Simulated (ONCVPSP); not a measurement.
# Building the ONCV potential for Hf (PBEsol, scalar-relativistic).

hafnium (Hf), optimised norm-conserving Vanderbilt (ONCV), made with ONCVPSP 4.0.1 (PBEsol, scalar-relativistic). Core [Kr] 4d10 4f14, reference 5s2 5p6 5d2 6s2. Waves: 5s+6s: rc 2.15 bohr, ncon 4, nbas 8, qcut 6.3 1/bohr, 2 projectors; 5p: rc 1.75 bohr, ncon 3, nbas 8, qcut 7.2 1/bohr, 2 projectors, debl 2.1 Ha; 5d: rc 2.15 bohr, ncon 5, nbas 8, qcut 4.1 1/bohr, 2 projectors, debl 0.3 Ha. Local part: polynomial inside 1.70 bohr (lpopt 5, dvloc0 0 Ha). Core correction: none.

Question: Does the generator finish with these settings?

Answer: Yes, a potential is produced and its reference levels are reproduced.

Question: Estimate the cutoffs (Ha) at which the residual kinetic energy of the hardest occupied pseudo-wave falls to 1 and 0.1 mHa per electron.

Answer: 20 Ha and 42 Ha.

Question: Does the potential have ghost states?

Answer: No bound ghost flagged; GHOST(+) flagged for d at 36.7 eV.

Question: Which valence shell sets the plane-wave cutoff?

Answer: 5d: 20 Ha for 1 mHa per electron, against 15 Ha for 5p.

Its largest configuration-test error is -9.8 meV (5s2 5p6 5d3 6s0). 1 of 4 tests not solved or not reliable.
